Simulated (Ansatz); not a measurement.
Molecule: C3H4F2O, net charge 0, singlet state. SMILES: O=CC(C)(F)F
Structure (B3LYP-D3(BJ)/def2-TZVP (Ansatz, a quantum-chemistry and plane-wave program) minimum search):
```xyz
10

C     -1.2585    -0.8599     0.3058
C     -0.2744     0.1860    -0.1194
F     -0.3554     0.4131    -1.4735
F     -0.5464     1.3899     0.4875
C      1.2045    -0.1098     0.1720
O      1.5864    -1.1097     0.7073
H     -1.1905    -1.0141     1.3811
H     -2.2623    -0.5292     0.0433
H     -1.0369    -1.7998    -0.1963
H      1.8854     0.6958    -0.1630
```
Charge 0, spin multiplicity 1.

Problem. Give the harmonic wavenumbers at B3LYP-D3(BJ)/def2-TZVP (Ansatz, finite differences of forces, unscaled).

Solution. 70, 210, 244, 315, 403, 424, 473, 622, 784, 925, 970, 994, 1165, 1201, 1285, 1394, 1430, 1477, 1483, 1836, 2937, 3068, 3147, 3148 cm⁻¹. Zero-point energy 42.9 kcal/mol.

Problem. From these and the geometry, give the ideal-gas thermochemistry at 298.15 K and 1 atm (rigid rotor, harmonic oscillator).

Solution. Point group Cs, rotational symmetry number 1. Rotational constants 4.932, 2.917, 2.797 GHz. S(trans) 39.54, S(rot) 26.48, S(vib) 13.00, S(elec, spin only) 0.00, S 79.0 cal/(mol K). H(298) - H(0) 4.57 kcal/mol; G - E(el) 23.9 kcal/mol.
